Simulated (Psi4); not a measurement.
Pair of molecules: N2 (SMILES N#N) (first 2 atoms) with C2H3N (SMILES CC#N); geometry from B3LYP-D3(BJ)/def2-TZVP, rigid monomers moved along the line of their centres of mass till N1···C4 is 5.93 Å.
(charge 0, multiplicity 1):
```xyz
8

N     -0.14951     0.12532    -0.21558
N      0.21959    -0.61510    -0.92604
C      0.31153     1.56697     5.78670
C      1.12342     0.37994     5.57446
N      1.76306    -0.55853     5.39775
H      0.93194     2.38715     6.14857
H     -0.15753     1.86507     4.84897
H     -0.46647     1.36384     6.52293
```

Computed with Psi4 with SAPT0/jun-cc-pV(D+d)Z.

Problem. Give the four SAPT terms and the total, and say what mostly holds the pair together.

Solution. electrostatics -0.08, exchange 0.00, induction 0.00, dispersion -0.04, total -0.12 kcal/mol; the largest attraction is electrostatics.
